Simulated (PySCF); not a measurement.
Zn(Br)(Me) (CH3BrZn), SMILES [CH3][Zn][Br].

Geometry: PBE-D3(BJ)/def2-SVP. The structure was generated by enumeration; whether it is a known compound was not checked.

All values below come from PBE-D3(BJ)/def2-SVP (PySCF).

Frequencies are harmonic and unscaled.

Modes within 1.5 cm⁻¹ of each other (mostly degenerate sets) share a row, with their intensities summed.

| mode | ν (cm⁻¹) | IR (km/mol) | moving atoms (share of kinetic energy) |
|---|---|---|---|
| 1–2 | 104 | 6.3 | Zn 40 %, C 32 %, H 20 % |
| 3 | 282 | 18.2 | Br 50 %, Zn 34 %, C 13 % |
| 4 | 570 | 23.7 | C 58 %, Zn 25 %, H 17 % |
| 5–6 | 683 | 67.3 | H 82 %, C 17 % |
| 7 | 1153 | 0.3 | H 81 %, C 19 % |
| 8–9 | 1378 | 4.4 | H 95 % |
| 10 | 2982 | 5.9 | H 97 % |
| 11–12 | 3089 | 5.0 | H 91 %, C 9 % |
